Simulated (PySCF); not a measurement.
H7SbSi2, SMILES [SiH3][SbH][SiH3].

Geometry optimised at r2SCAN-D4/def2-SVP. The def2 effective core potentials stand for the cores of Sb; spin–orbit coupling is left out.

Computed with PBE/def2-TZVP run with PySCF.

```json
{
 "total_energy": "-823.14044 hartree",
 "highest_occupied_level": "-6.25 eV",
 "lowest_empty_level": "-1.34 eV",
 "orbital_gap": "4.91 eV",
 "dipole_moment": "0.23 D",
 "quadrupole, principal values (traceless, Buckingham form, about the centre of nuclear charge)": "-0.93, -0.02, 0.94 D·Å",
 "mean_static_polarisability": "108.9 bohr³ (16.14 Å³)",
 "polarisability_principal_values": "86.7, 110.3, 129.9 bohr³"
}
```
